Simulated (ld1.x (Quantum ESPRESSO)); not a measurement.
Pseudopotential generation for neon: PAW, PBEsol, scalar-relativistic.

```
Element                 : neon
Generator               : ld1.x (Quantum ESPRESSO) 7.5
Type                    : PAW
Functional              : PBEsol
Relativity              : scalar-relativistic
Frozen core             : [He]
Valence charge          : 8
Reference configuration : 2s2 2p5.75 (charge +0.25)
Partial waves           : 2s (bound): rcut 0.65, rcutus 0.70 bohr; 2s channel at -1.7 Ry: rcut 0.65, rcutus 0.70 bohr; 2p (bound): rcut 1.05, rcutus 1.25 bohr; 2p channel at 1.05 Ry: rcut 1.05, rcutus 1.25 bohr
Local potential         : all-electron potential smoothed inside 1.00 bohr (lloc = -1)
Core correction         : a·sin(br)/r model core, default radius (ld1.x builds one for every PAW set, though the input has nlcc=.false.)
Augmentation charge     : BESSEL, radius 0.65 bohr
```

All-electron outer shells of the reference configuration (PBEsol, scalar-relativistic, ld1.x):

```
shell  level (eV)  outermost node (bohr)  outermost maximum (bohr)
   1s     -833.41                      –                      0.10
   2s      -40.66                   0.22                      0.68
   2p      -17.62                      –                      0.62
```

What the tests gave:

* Cutoffs needed: 50 Ry and 120 Ry (the cutoffs (Ry, on a coarse ladder) from which the occupation-weighted sum of valence levels, in a spherical-Bessel basis at the reference potential, stays within 10 and 1 mRy of its value at 400 Ry)
* Ghost test: no extra level below or beside the all-electron valence levels (s, p, d, f tested) (spherical-Bessel basis up to 400 Ry, 20 bohr box)
* Largest excitation error: +152 meV (all-electron minus pseudo) for 2s2 2p2, out of 7 test configurations
* Lowest eigenvalue of the overlap operator: 0.36 (s channel)

Generation and tests took about 0.83 s on one core of a shared server CPU.
